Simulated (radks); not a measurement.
Values are calculated unless marked as measured or tabulated.
Q: The iron ion Fe2+, configuration [Ar] 3d6. Code: a radial shooting solver on a logarithmic mesh with Libxc functionals. Model: non-relativistic Kohn-Sham, TPSS, spin-polarised, spherical densities, point nucleus; open shells are filled with parallel spins first; meta-GGA in the generalised Kohn-Sham scheme. Some entries of the table are withheld. Estimate them.

orbital  occ.  eigenvalue (eV)  <1/r> (bohr^-1)
1s down     1        -6965.415            25.53
1s up       1        -6965.402            25.53
2s up       1        -827.4768            5.467
2s down     1        -825.6874            5.475
2p up       3        -715.0725            5.413
2p down     3        -713.6426            5.420
3s up       1        -112.9423            1.719
3s down     1        -108.4167            1.713
3p up       3         -80.0772              (1)
3p down     3         -75.5653              (2)
3d up       5              (3)            1.254
3d down     1              (4)            1.214

A: 
(1) 3p up <1/r> (bohr^-1): 1.594
(2) 3p down <1/r> (bohr^-1): 1.585
(3) 3d up eigenvalue (eV): -27.2501
(4) 3d down eigenvalue (eV): -23.0920
